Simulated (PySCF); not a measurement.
3,6-dihydro-2H-pyran (C5H8O), SMILES C1COCCC=1.

The structure is a stationary point at B3LYP-D3(BJ)/def2-SVP. The values are those of a single conformer.

Two levels are set side by side: PBE/def2-TZVP (PySCF) and CAM-B3LYP/def2-TZVP (PySCF). Same geometry, gas phase. Differences are taken from unrounded values.

| quantity | CAM-B3LYP | PBE | PBE minus CAM-B3LYP |
|---|---|---|---|
| orbital gap (eV) | 9.92 | 5.09 | -4.83 |
| highest occupied level (eV) | -8.41 | -5.73 | 2.68 |
| lowest empty level (eV) | 1.50 | -0.64 | -2.15 |
| dipole moment (D) | 1.28 | 1.09 | -0.19 |
| mean polarisability (bohr³) | 60.6 | 63.0 | 2.5 |

Without exact exchange PBE keeps part of each electron's self-repulsion, which lifts occupied levels and narrows the gap. PBE's more diffuse valence density responds more strongly to a field. Differences between two approximate levels are no errors against the true value.

Rough cost on one machine, each run with all the roots and properties that it gave: CAM-B3LYP against PBE within a factor of 2.
